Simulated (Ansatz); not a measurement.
Born–Oppenheimer molecular dynamics of GeH₄O₃ (8 atoms, charge 0, multiplicity 1). It starts from a relaxed structure.

Theory: RKS PBE-D4/def2-SVP (Ansatz).

* ensemble: NVE (velocity Verlet)
* time step: 0.5 fs
* steps asked: 300
* starting velocities drawn for: 500 K
* masses: H 2.014 u
* seed: 459312

First frame:

```xyz
8
Properties=species:S:1:pos:R:3
Ge -0.027 -0.073 0.256
H 0.106 0.152 1.774
O 1.539 0.064 -0.588
H 1.662 -0.730 -1.145
O -1.173 1.182 -0.306
H -1.092 1.304 -1.272
O -0.577 -1.715 -0.221
H -1.530 -1.833 -0.050
```

(1) How far do the bonds stretch over the last three quarters of this one trajectory? (Pairs bonded in most of those frames.)

## Answers

(1) 
| bond | mean (Å) | spread (Å) | shortest | longest |
| --- | --- | --- | --- | --- |
| Ge1–H2 | 1.550 | 0.058 | 1.47 | 1.63 |
| Ge1–O3 | 1.791 | 0.024 | 1.75 | 1.82 |
| Ge1–O5 | 1.792 | 0.035 | 1.74 | 1.85 |
| Ge1–O7 | 1.805 | 0.037 | 1.75 | 1.85 |
| O3–H4 | 0.977 | 0.010 | 0.96 | 0.99 |
| O5–H6 | 0.980 | 0.025 | 0.94 | 1.02 |
| O7–H8 | 0.977 | 0.014 | 0.95 | 1.00 |

Mean temperature of the second half: 253 K. The conserved energy stayed within 0.15 meV per atom of its start (net change 0.11 meV per atom), so the integration is sound. Over the second half the temperature averaged 0.51 of the 500 K drawn at the start: a run that starts near a minimum puts about half its kinetic energy into the potential. A run of 0.15 ps of so small a system gives no equilibrium averages.

Time of the run: 6.7 min on 2 threads of Arm Neoverse V1, with other jobs on the host, peak memory 0.13 GiB.
